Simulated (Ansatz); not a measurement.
`NCO[SiH](O)F` + `[SiH3][SiH2]Cl` → `O[SiH](F)[SiH2]Cl` + `NCO[SiH3]`  (redistribution)

Program: Ansatz. Geometries: PBE0-D4/def2-TZVP. ΔE: electronic, gas phase. CCSD(T)/CBS adds triple-zeta CCSD(T) − MP2 to the extrapolated MP2 energy (def2 sets, frozen cores). Each species was taken in one conformer, which may not be the lowest.

```
            species  CCSD(T)/CBS(def2) energy (Eh)
     `NCO[SiH](O)F`                     -635.75247
   `[SiH3][SiH2]Cl`                    -1040.97629
`O[SiH](F)[SiH2]Cl`                    -1215.47124
        `NCO[SiH3]`                     -461.23989
```

(1) Work out ΔE.

Largest T1 diagnostic among the species: 0.012.

Results:

(1) ΔE = (-1215.47124) + (-461.23989) − (-635.75247) − (-1040.97629) = 0.01763 Eh = +46.3 kJ/mol.

From PBE to PBE0 (25 % exact exchange), in def2-TZVPP and without D4, ΔE moves by +4.0 kJ/mol.
